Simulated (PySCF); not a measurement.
Species: C₆H₁₂O₂.
Atom-mapped SMILES: `[CH3:1][C@@H:2]1[CH2:3][O:4][CH2:5][C@H:6]([CH3:7])[O:8]1` (hydrogens: H9, H10, H11 on C1; H12 on C2; H13, H14 on C3; H15, H16 on C5; H17 on C6; H18, H19, H20 on C7)

Level: PBE0/def2-SVPD in PySCF, non-relativistic, on one gas-phase PBE0-D3(BJ)/def2-SVP geometry that isn't relaxed in the solvent. The solvent is an IEF-PCM continuum (Bondi radii, 1.10 Å for H, scaled by 1.2). Only the electrostatic response of the medium enters.

Gas phase at PBE0/def2-SVPD: HOMO -6.90 eV, LUMO 0.81 eV, dipole 0.30 D.

Question: What does the continuum do to the energy, the frontier levels and the dipole at PBE0/def2-SVPD in acetonitrile and water?

Answer: 
| solvent | ε | E(solvent) − E(gas) (kcal/mol) | polarisation term (kcal/mol) | distortion of the solute (kcal/mol) | HOMO (eV) | LUMO (eV) | dipole (D) |
| --- | --- | --- | --- | --- | --- | --- | --- |
| acetonitrile | 35.69 | -4.69 | -5.37 | 0.68 | -6.93 | 0.94 | 0.22 |
| water | 78.36 | -4.82 | -5.55 | 0.73 | -6.93 | 0.94 | 0.22 |

The polarisation term is half the interaction of the solute with the surface charges that it induces; the rest is the cost of distorting the solute's density. The sum is the electrostatic part of solvation alone. From acetonitrile to water the lowering changes by a factor 1.03, Onsager's factor (ε − 1)/(2ε + 1) by 1.02 and ε itself by 2.2.

Question: How does the static polarisability (PBE0/def2-SVPD, frozen core, with the continuum's full static response) change?

Answer: 
| medium | isotropic (au) | principal values (au) | ⟨r²⟩ of the electrons (bohr²) |
| --- | --- | --- | --- |
| gas | 80.3 | 71.3, 77.1, 92.5 | 1024.4 |
| acetonitrile | 107.3 | 102.0, 103.6, 116.1 | 1023.3 |
| water | 108.2 | 103.0, 104.9, 116.7 | 1023.3 |

The isotropic value in water is 1.35 times the gas-phase one; no cavity-field correction is applied. ⟨r²⟩ is taken about the centre of nuclear charge.
